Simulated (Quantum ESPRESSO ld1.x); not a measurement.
Task: All-electron atom: Pt III in [Xe] 4f14 5d7 6p1 (not the ground configuration). Calculated with ld1.x of Quantum ESPRESSO 7.5: scalar-relativistic Kohn-Sham, rPW86 exchange with PBE correlation, spin-unpolarised, spherical densities, point nucleus. Some entries of the table are withheld. Estimate them.

| orbital | occ. | eigenvalue (eV) | <1/r> (bohr^-1) |
|---|---|---|---|
| 1s | 2 | -78488.237 | (1) |
| 2s | 2 | -13808.078 | (2) |
| 2p | 6 | (3) | 19.67 |
| 3s | 2 | -3264.397 | 8.170 |
| 3p | 6 | -2727.835 | 7.467 |
| 3d | 10 | -2146.834 | 7.031 |
| 4s | 2 | -723.002 | (4) |
| 4p | 6 | -547.111 | 3.157 |
| 4d | 10 | -333.494 | 2.825 |
| 5s | 2 | -127.802 | 1.420 |
| 4f | 14 | -96.394 | 2.390 |
| 5p | 6 | -81.671 | 1.208 |
| 5d | 7 | -29.867 | 0.8593 |
| 6p | 1 | -16.322 | 0.4140 |

Result: 
(1) 1s <1/r> (bohr^-1): 94.05
(2) 2s <1/r> (bohr^-1): 22.04
(3) 2p eigenvalue (eV): -11965.980
(4) 4s <1/r> (bohr^-1): 3.491
